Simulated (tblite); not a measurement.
Compound: C4H11NOSi2.
Cartesian coordinates in Å at the GFN2-xTB level; atoms count from 1:
```xyz
19
C4H11NOSi2 angstrom
C      3.8397   -0.2177   -0.2897
N      2.5081   -0.2280   -0.8083
C      1.5631    0.2807   -0.1534
Si    -0.1912    0.2693   -0.8342
C     -1.2829   -1.1581   -0.1822
C     -2.6803   -0.5717    0.0723
Si    -2.4601    1.2611    0.5566
O     -0.9893    1.5167   -0.1202
H      4.1877   -1.2501   -0.2309
H      4.4786    0.3037   -1.0038
H      3.9256    0.2588    0.6976
H      1.7450    0.7474    0.8312
H     -0.2591    0.4692   -2.2784
H     -0.8720   -1.5264    0.7611
H     -1.3368   -2.0164   -0.8512
H     -3.2230   -1.1658    0.8075
H     -3.2584   -0.6232   -0.8526
H     -2.3155    1.4924    1.9912
H     -3.3890    2.1675   -0.1051
```

Level: GFN2-xTB in tblite, geometry and Hessian alike; calculated harmonic values, unscaled, isolated species. Errors from tens to a few hundred cm⁻¹ against measured bands are possible. Modes of hydrogen on silicon can be 10 to 20 % off. One conformer, not necessarily the lowest.

Harmonic wavenumbers (cm⁻¹): 34.2, 56.6, 84.1, 137.2, 167.3, 197.1, 243.7, 247.2, 342.6, 385.6, 436.6, 480.4, 576.3, 589.1, 635.0, 665.2, 684.6, 701.9, 762.9, 767.1, 784.8, 808.1, 825.0, 852.1, 922.9, 1035.6, 1039.0, 1058.8, 1077.5, 1129.3, 1132.9, 1259.7, 1272.1, 1310.1, 1384.0, 1455.5, 1470.2, 1476.9, 1492.3, 1722.3, 2276.4, 2291.3, 2310.9, 2759.5, 2870.7, 2952.2, 2966.8, 2982.1, 2986.9, 2995.9, 2998.8.

A = 3745, B = 692.1, C = 631.9 MHz; mass 145.038 u (most abundant isotopes); point group C1, symmetry number 1.

Question: What is the zero-point energy?

Answer: Half the sum of the wavenumbers: 31048 cm⁻¹ = 371.41 kJ/mol.

Question: Entropy at 273.15 K, 1 bar (ideal gas, RRHO, classical rotation)?

Answer: Translation 169.11, rotation 123.02, vibration 126.17: S = 418.3 J/(mol K).

Question: And Cp and H(273.15 K) − H(0)?

Answer: Cp = 162.75 J/(mol K), of which vibrations give 129.49 (their classical limit is 51 R = 424.0); H(273.15 K) − H(0) = 26.94 kJ/mol without the zero-point energy, 17.86 from vibrations.

Question: Blend soft modes into free rotors: weight 1/[1 + (100 cm⁻¹/ν̃)⁴] for the oscillator and the rest for a rotor with moment μB/(μ + B), μ = h/(8π²ν), B = 10⁻⁴⁴ kg m². What vibrational entropy results?

Answer: 113.68 J/(mol K) in place of 126.17, which changes −T·S at 273.15 K by +3.41 kJ/mol.

Question: How do the functions run with temperature in this model?

Answer: 
```
 T (K)  S (J/(mol K))  Cp (J/(mol K))  H − H(0) (kJ/mol)  G − H(0) (kJ/mol)  ln q(vib)
   150          339.9           104.9              10.48             -40.51       3.74
   250          404.4           151.8              23.30             -77.79       6.65
298.15          433.1           174.3              31.15             -97.96       8.03
   400          490.4           216.9              51.14            -145.02      10.95
   600          591.0           279.5             101.20            -253.42      16.52
   900          716.6           338.9             194.72            -450.24      24.26
```

q(vib) and H(0) count from the zero-point level.

Question: What must be added to the electronic energy to get the Gibbs energy at 273.15 K and 1 bar?

Answer: ZPE + [H(273.15 K) − H(0)] − T·S = 371.41 + 26.94 − 114.26 = 284.09 kJ/mol.

Hindered rotation and anharmonicity are outside this model. Other conformers, if any are populated, would add a mixing term that is left out. The structure is chiral; the term R ln 2 for an equal mix with its mirror image is left out.

The run took 1.5 s on Arm Neoverse N1, one thread, shared host. The figure is for the frequency step alone.
